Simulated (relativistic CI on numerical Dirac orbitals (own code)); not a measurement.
Electric-dipole lines of Au LXVIII

These numbers are calculated, not measured: Dirac-Coulomb-Breit CI, KLI orbitals optimised for each configuration, model QED (radiative potential, 1s self-energy scaled to tabulated hydrogen-like ionisation energies), unscaled Slater integrals (own radial code, finite nucleus).

Configurations in the expansion (outside the closed core [Ne]): 3s2, 3s 3p, 3p2, 3s 3d, 3d2, 3p 3d, 3p 4s, 3d 4s, 3s 4s, 3s 4p, 3s 4d, 3s 4f, 3s 5s, 3s 5p, 3s 5d, 4s2, 3s 5f, 3s 5g, 3s 6s, 3s 6p, 3s 6d. Levels of other configurations are missing.

```csv
λ vac (Å),Lower,Upper,A (s⁻¹),gf,Branching (%)
2.4887,3s 3p 3P°_2 [5],3s 5d 3D_3 [66],8.24e+13,5.35e-01,72.6
2.5088,3s 3p 1P°_1 [6],3s 5d 1D_2 [67],7.39e+13,3.48e-01,65.2
2.5975,3s 3d 3D_1 [9],3s 5f 3F°_2 [68],9.78e+13,4.94e-01,56.8
2.6056,3s 3d 3D_2 [10],3s 5f 3F°_3 [69],8.94e+13,6.37e-01,51.7
2.6542,3s 3d 3D_3 [11],3s 5f 3F°_4 [70],1.10e+14,1.05e+00,66.5
2.6637,3s 3d 1D_2 [12],3s 5f 1F°_3 [71],1.05e+14,7.80e-01,62.5
3.0580,3s2 1S_0 [1],3s 4p 1P°_1 [43],6.08e+13,2.56e-01,78.7
3.1173,3s 3p 3P°_0 [2],3s 4d 3D_1 [44],7.97e+13,3.49e-01,53.8
3.1303,3s 3p 3P°_1 [3],3s 4d 3D_2 [45],1.17e+14,8.56e-01,79.0
3.2247,3s2 1S_0 [1],3s 4p 3P°_1 [39],5.48e+13,2.56e-01,69.9
3.5211,3s 3p 3P°_2 [5],3s 4d 3D_3 [46],1.56e+14,2.03e+00,99.8
3.5603,3s 3p 1P°_1 [6],3s 4d 1D_2 [47],1.39e+14,1.32e+00,89.8
3.6722,3p2 1D_2 [7],3s 4f 3F°_3 [49],4.88e+13,6.90e-01,14.8
3.7154,3s 3d 3D_1 [9],3s 4f 3F°_2 [48],2.76e+14,2.85e+00,83.9
3.7298,3s 3d 3D_2 [10],3s 4f 3F°_3 [49],2.51e+14,3.66e+00,76.4
3.8206,3s 3d 3D_3 [11],3s 4f 3F°_4 [50],3.18e+14,6.26e+00,99.7
3.8342,3s 3d 1D_2 [12],3s 4f 1F°_3 [51],2.96e+14,4.56e+00,92.9
3.9962,3s 3p 3P°_2 [5],3s 4s 3S_1 [36],5.77e+13,4.14e-01,62.6
7.7833,3s 4p 3P°_2 [42],3s 5d 3D_3 [66],2.93e+13,1.86e+00,25.8
8.0879,3s 4d 3D_1 [44],3s 5f 3F°_2 [68],4.69e+13,2.30e+00,27.3
8.0881,3s 4d 3D_2 [45],3s 5f 3F°_3 [69],5.13e+13,3.52e+00,29.7
8.2907,3s 4d 1D_2 [47],3s 5f 1F°_3 [71],5.29e+13,3.82e+00,31.6
8.2911,3s 4d 3D_3 [46],3s 5f 3F°_4 [70],5.55e+13,5.14e+00,33.4
8.5246,3s 4f 3F°_2 [48],3s 5g 3G_3 [72],8.59e+13,6.55e+00,90.6
8.5403,3s 4f 3F°_3 [49],3s 5g 3G_4 [73],8.76e+13,8.63e+00,92.8
8.6110,3s 4f 3F°_4 [50],3s 5g 3G_5 [74],9.22e+13,1.13e+01,98.6
8.6497,3s 4f 1F°_3 [51],3s 5g 1G_4 [75],8.85e+13,8.94e+00,95.2
16.745,3p 3d 3F°_2 [13],3d2 3F_2 [27],2.83e+12,5.94e-01,52.8
16.822,3s 3p 3P°_0 [2],3s 3d 3D_1 [9],1.94e+12,2.47e-01,68.7
16.859,3s 3p 3P°_1 [3],3s 3d 3D_2 [10],5.00e+12,1.06e+00,99.9
17.039,3p2 3P_0 [4],3p 3d 3D°_1 [14],3.65e+12,4.77e-01,97.6
17.054,3p 3d 3F°_3 [16],3d2 1G_4 [31],2.29e+12,9.00e-01,86.0
17.162,3p2 1D_2 [7],3p 3d 3D°_2 [19],2.60e+12,5.73e-01,43.4
17.423,3s 3p 3P°_2 [5],3p2 3P_2 [17],3.37e+12,7.67e-01,50.3
17.548,3s 3d 3D_3 [11],3p 3d 3D°_3 [25],1.85e+12,5.98e-01,50.3
17.612,3s 3p 3P°_0 [2],3p2 3P_1 [8],2.19e+12,3.05e-01,63.6
17.676,3p 3d 3D°_1 [14],3d2 3F_2 [27],2.49e+12,5.83e-01,46.5
17.697,3s2 1S_0 [1],3s 3p 1P°_1 [6],4.67e+12,6.57e-01,100.0
18.195,3s 3d 3D_2 [10],3p 3d 3F°_3 [21],4.86e+12,1.69e+00,87.5
18.410,3s 3d 3D_3 [11],3p 3d 3F°_4 [23],3.02e+12,1.38e+00,100.0
18.487,3s 3p 1P°_1 [6],3p2 3P_2 [17],3.32e+12,8.50e-01,49.6
18.577,3s 3d 1D_2 [12],3p 3d 3P°_2 [24],2.51e+12,6.50e-01,69.4
35.915,3s 3p 3P°_2 [5],3s 3d 3D_3 [11],3.42e+11,4.62e-01,100.0
36.448,3p2 3P_2 [17],3p 3d 3D°_3 [25],5.90e+11,8.23e-01,16.0
39.512,3p 3d 3D°_3 [25],3d2 3F_4 [33],4.16e+11,8.77e-01,69.4
```

Terms are leading LS components. Brackets give the number of a level in order of energy, since labels repeat. The list gives strong lines, with weight on those to low levels, without lines whose two gauges differ by over a factor of 2.5. Levels whose partners in the same complex of configurations lie outside the list can be far off, and so can their lines. Rates are taken at the computed energies, electric ones in the length gauge.

At this charge energies of transitions that change n are usually good to better than 1 %, and those within a shell (Δn = 0) to a few per cent.

From the table, what is the radiative lifetime of 3s 5d 3D_3?

The listed rates from this level add up to about 1.12e+14 s⁻¹, 98 % of its decay; with all channels τ = 8.81e-15 s.

LS names give the leading component of a level, which can be under half, so a name can repeat, a term be missing and a line seem to break the LS rules.
